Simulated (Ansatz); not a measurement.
Stepwise reaction of `O[SiH](O)N[SiH2]Cl` with hydrogen, as a gas-phase model of exchange steps in deposition or etching. ΔE in kJ/mol.

Calculated with Ansatz (gas phase, PBE0-D4/def2-TZVP geometries, no zero-point term in ΔE). CCSD(T)/CBS is the MP2 limit (def2-TZVPP, def2-QZVPP) plus CCSD(T) − MP2 in def2-TZVPP, frozen cores. This one scheme is used for every species. Functionals use def2-TZVPP. B3LYP here is the variant with VWN-RPA as its local correlation; programs differ in this. One conformer a species, not always the lowest.

```tsv
step	reaction	PBE-D4	B3LYP-D4	ωB97M-V	CCSD(T)/CBS
2	`O[SiH2]N[SiH2]Cl` + H₂ → `[SiH3]N[SiH2]Cl` + H₂O	84.0	89.3	90.4	87.7
```

Question: Give the row of step 1, `O[SiH](O)N[SiH2]Cl` + H₂ → `O[SiH2]N[SiH2]Cl` + H₂O. (Estimate.)

Answer: Computed: 
| step | reaction | PBE-D4 | B3LYP-D4 | ωB97M-V | CCSD(T)/CBS |
| --- | --- | --- | --- | --- | --- |
| 1 | `O[SiH](O)N[SiH2]Cl` + H₂ → `O[SiH2]N[SiH2]Cl` + H₂O | 94.5 | 101.1 | 102.1 | 97.6 |

Question: By hand: ΔE of the 2 steps together at CCSD(T)/CBS.

Answer: (97.6) + (87.7) = 185.3 kJ/mol, or 92.7 kJ/mol a step.

In ΔE each step is lower than the one before. All are uphill at CCSD(T)/CBS. PBE-D4 differs from CCSD(T)/CBS by -3.7 to -3.1 kJ/mol a step. Isolated molecules leave out the surface, adducts and barriers. Largest T1 diagnostic: 0.011.
